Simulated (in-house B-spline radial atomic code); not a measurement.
**Ionising Sn²⁺ with different functionals**

Computed with a B-spline radial code for spherical atoms: scalar-relativistic (spin-free X2C) Hamiltonian, Fermi nucleus of rms radius 4.6519 fm, spin-polarised at highest spin, spherical fractional occupations for the functionals, and exact exchange of hybrids averaged over the configuration. The ionisation energy is the difference of two self-consistent energies, [Kr] 4d10 5s2 → [Kr] 4d10 5s1, without Breit or QED terms; ε is the level of the shell that loses the electron (its least bound occupied spin orbital). There is no spin-orbit coupling in this Hamiltonian.

| method | rung | ΔSCF (eV) | -ε(5s) (eV) |
| --- | --- | --- | --- |
| PBE0 | global hybrid | 30.33 | 26.98 |
| B3LYP | global hybrid | ? | ? |
| TPSSh | global hybrid | 30.25 | 26.30 |
| M06-2X | global hybrid | 30.33 | 27.58 |
| BHandHLYP | global hybrid | 30.22 | 27.93 |
| r2SCAN0 | global hybrid | 30.14 | 27.17 |
| B97-1 | global hybrid | 30.59 | 26.79 |
| HSE06 | range-separated hybrid | 30.38 | 26.66 |
| wB97X | range-separated hybrid | ? | ? |
| CAM-B3LYP | range-separated hybrid | 30.67 | 28.54 |
| LC-wPBE | range-separated hybrid | 30.15 | 29.62 |

(1) What does B3LYP give?

(2) What does wB97X give?

(3) Among the functionals, which spreads more, the ΔSCF values or the orbital energies?

(4) How do they compare with the NIST value?

Results:

(1) ΔSCF 30.75 eV, and -ε(5s) = 27.03 eV.

(2) ΔSCF 30.45 eV, and -ε(5s) = 29.45 eV.

(3) The orbital energies: ΔSCF values span about 0.60 eV and the orbital energies 3.31 eV; here energy differences depend much less on the functional than eigenvalues do.

(4) NIST lists 30.506 eV ± 0.003 (measured, ground level to ground level). Errors run from -0.36 to +0.24 eV; wB97X is closest (-0.06 eV), but part of that can be cancellation, since the calculations leave out Breit-QED terms.
